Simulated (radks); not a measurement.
Results of a calculation; reference values are marked as such.
Isoelectronic series with 10 electrons, each ion in its NIST ground configuration. Code: a radial shooting solver on a logarithmic mesh with Libxc functionals. Model: scalar-relativistic Kohn-Sham, PBE, spin-polarised, spherical densities, finite nucleus; Fermi nuclear charge, rms radius of each element as measured or else 0.836 A^(1/3) + 0.57 fm. Total energies (hartree) and mean radii <r> (bohr):

[
 {"ion": "Ne", "configuration": "[Ne]", "E (hartree)": "-129.01342", "2p": "0.9815", "2s": "0.8970"},
 {"ion": "Mg2+", "configuration": "[Ne]", "E (hartree)": "-199.43505", "2p": "0.6837", "2s": "0.6949"},
 {"ion": "Al3+", "configuration": "[Ne]", "E (hartree)": "-240.72108", "2p": "0.5974", "2s": "0.6230"},
 {"ion": "Si4+", "configuration": "[Ne]", "E (hartree)": "-286.05673", "2p": "0.5312", "2s": "0.5642"},
 {"ion": "P5+", "configuration": "[Ne]", "E (hartree)": "-335.44573", "2p": "0.4785", "2s": "0.5154"},
 {"ion": "S6+", "configuration": "[Ne]", "E (hartree)": "-388.89353", "2p": "0.4356", "2s": "0.4743"},
 {"ion": "Cl7+", "configuration": "[Ne]", "E (hartree)": "-446.40679", "2p": "0.3999", "2s": "0.4392"},
 {"ion": "Ar8+", "configuration": "[Ne]", "E (hartree)": "-507.99322", "2p": "0.3696", "2s": "0.4088"},
 {"ion": "K9+", "configuration": "[Ne]", "E (hartree)": "-573.66139", "2p": "0.3437", "2s": "0.3824"},
 {"ion": "Ca10+", "configuration": "[Ne]", "E (hartree)": "-643.42059", "2p": "0.3211", "2s": "0.3591"},
 {"ion": "Sc11+", "configuration": "[Ne]", "E (hartree)": "-717.28091", "2p": "0.3014", "2s": "0.3384"}
]
